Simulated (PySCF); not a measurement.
CH7GeOSi (charge -1).
Geometry (PBE0-D3(BJ)/def2-SVP, Å), atoms numbered from 1 in this order:
```xyz
11
CH7GeOSi angstrom
C     -1.9919    0.1134    0.2557
Si    -0.1590   -0.0600   -0.2008
O      0.7635    0.1137    1.1191
Ge     2.6969    0.0500    1.1701
H     -2.6383   -0.0048   -0.6307
H     -2.2809   -0.6479    0.9983
H     -2.1887    1.1040    0.6970
H      0.0896    0.9666   -1.2833
H     -0.0337   -1.4045   -0.8821
H      2.9165    1.0309   -0.1119
H      2.8317   -1.2586    0.2092
```

Method used: PBE0-D3(BJ)/def2-SVP geometry optimisation, gas phase in PySCF 2.14.0.

Masses are those of the commonest isotopes; rigid-rotor values at the optimised geometry. The values belong to one conformer with, in the numbering `[CH3:1][SiH2:2][O:3][GeH2-:4]`, C1–Si2–O3–Ge4 -179°, Si2–O3–Ge4–H 46° and -45°.

(1) Give the principal moments of inertia and the rotational constants in cm⁻¹.

(2) What kind of rotor is it?

(3) Is it planar, by Δ = Ic − Ia − Ib?

(4) Give the other two planar moments, Paa and Pbb, and the rms extents of the mass along the axes.

(5) Where do the levels up to J = 3 lie, in cm⁻¹?

(6) Predict some low-J microwave lines.

## Answers

(1) Ia = 30.32, Ib = 425.34, Ic = 441.22 u·Å²; 505379 MHz·u·Å²/I gives 16667, 1188 and 1145 MHz, that is A = 0.55596, B = 0.03963, C = 0.03821 cm⁻¹.

(2) A near-prolate asymmetric top; Ray's κ = -0.994.

(3) Not planar: Δ = Ic − Ia − Ib = -14.44 u·Å². For a rigid frame Δ = −2 Σ m c², so Σ m c² = 7.22 u·Å² lies off the ab plane, practically all of it from hydrogen. The atom farthest from that plane is 1.21 Å away.

(4) Paa = Σ m a² = (Ib + Ic − Ia)/2 = 418.12 and Pbb = Σ m b² = (Ia + Ic − Ib)/2 = 23.10 u·Å². With the mass M = 136.95 u, the rms extents √(P/M) along a, b and c are 1.75, 0.41, 0.23 Å.

(5) Above 0(0,0):
J = 1: 1(0,1) 0.0778, 1(1,1) 0.5942, 1(1,0) 0.5956
J = 2: 2(0,2) 0.2335, 2(1,2) 0.7484, 2(1,1) 0.7527, 2(2,1) 2.3017, 2(2,0) 2.3017
J = 3: 3(0,3) 0.4670, 3(1,3) 0.9798, 3(1,2) 0.9884, 3(2,2) 2.5352, 3(2,1) 2.5352, 3(3,1) 5.1204, 3(3,0) 5.1204
Those of J = 1 are B + C, A + C and A + B.

(6) The dipole components (about the centre of mass, as the species is charged) are |μa| = 2.42 D, |μb| = 0.62 D, |μc| = 0.00 D. Intensities carry the squares of the components, which stand as 1.00 : 0.07 : 0.00 (a : b : c). Some lines, for components of 0.1 D or more:

```json
{"type": "a", "branch": "R", "J(Ka,Kc)": "1(0,1) ← 0(0,0)", "MHz": "2334", "lower level (cm⁻¹)": "0.000"}
{"type": "a", "branch": "R", "J(Ka,Kc)": "2(0,2) ← 1(0,1)", "MHz": "4667", "lower level (cm⁻¹)": "0.078"}
{"type": "a", "branch": "R", "J(Ka,Kc)": "2(1,1) ← 1(1,0)", "MHz": "4710", "lower level (cm⁻¹)": "0.596"}
{"type": "a", "branch": "R", "J(Ka,Kc)": "3(0,3) ← 2(0,2)", "MHz": "7000", "lower level (cm⁻¹)": "0.234"}
{"type": "a", "branch": "R", "J(Ka,Kc)": "4(1,4) ← 3(1,3)", "MHz": "9249", "lower level (cm⁻¹)": "0.980"}
{"type": "a", "branch": "R", "J(Ka,Kc)": "5(0,5) ← 4(0,4)", "MHz": "11666", "lower level (cm⁻¹)": "0.778"}
{"type": "a", "branch": "R", "J(Ka,Kc)": "5(4,2) ← 4(4,1)", "MHz": "11668", "lower level (cm⁻¹)": "9.051"}
{"type": "a", "branch": "R", "J(Ka,Kc)": "5(4,1) ← 4(4,0)", "MHz": "11668", "lower level (cm⁻¹)": "9.051"}
{"type": "a", "branch": "R", "J(Ka,Kc)": "5(3,2) ← 4(3,1)", "MHz": "11668", "lower level (cm⁻¹)": "5.432"}
{"type": "a", "branch": "R", "J(Ka,Kc)": "5(1,4) ← 4(1,3)", "MHz": "11775", "lower level (cm⁻¹)": "1.303"}
{"type": "b", "branch": "Q", "J(Ka,Kc)": "3(1,2) ← 3(0,3)", "MHz": "15629", "lower level (cm⁻¹)": "0.467"}
{"type": "b", "branch": "Q", "J(Ka,Kc)": "2(2,0) ← 2(1,1)", "MHz": "46437", "lower level (cm⁻¹)": "0.753"}
{"type": "b", "branch": "R", "J(Ka,Kc)": "2(2,1) ← 1(1,0)", "MHz": "51147", "lower level (cm⁻¹)": "0.596"}
{"type": "b", "branch": "R", "J(Ka,Kc)": "5(2,4) ← 4(1,3)", "MHz": "57956", "lower level (cm⁻¹)": "1.303"}
{"type": "b", "branch": "Q", "J(Ka,Kc)": "5(3,2) ← 5(2,3)", "MHz": "77500", "lower level (cm⁻¹)": "3.236"}
{"type": "b", "branch": "Q", "J(Ka,Kc)": "5(3,3) ← 5(2,4)", "MHz": "77503", "lower level (cm⁻¹)": "3.236"}
{"type": "b", "branch": "R", "J(Ka,Kc)": "3(3,0) ← 2(2,1)", "MHz": "84503", "lower level (cm⁻¹)": "2.302"}
{"type": "b", "branch": "R", "J(Ka,Kc)": "4(3,2) ← 3(2,1)", "MHz": "86837", "lower level (cm⁻¹)": "2.535"}
{"type": "b", "branch": "R", "J(Ka,Kc)": "5(3,2) ← 4(2,3)", "MHz": "89171", "lower level (cm⁻¹)": "2.847"}
{"type": "b", "branch": "R", "J(Ka,Kc)": "4(4,1) ← 3(3,0)", "MHz": "117838", "lower level (cm⁻¹)": "5.120"}
{"type": "b", "branch": "Q", "J(Ka,Kc)": "5(5,0) ← 5(4,1)", "MHz": "139504", "lower level (cm⁻¹)": "9.440"}
{"type": "b", "branch": "Q", "J(Ka,Kc)": "5(5,1) ← 5(4,2)", "MHz": "139504", "lower level (cm⁻¹)": "9.440"}
{"type": "b", "branch": "R", "J(Ka,Kc)": "5(5,1) ← 4(4,0)", "MHz": "151173", "lower level (cm⁻¹)": "9.051"}
```

Not checked by PBE0-D3(BJ)/def2-SVP frequencies. No vibrational averaging or centrifugal distortion is included, and the geometry carries the error of its method. A rigid rotor knows nothing of internal rotation, which can split or shift real lines.
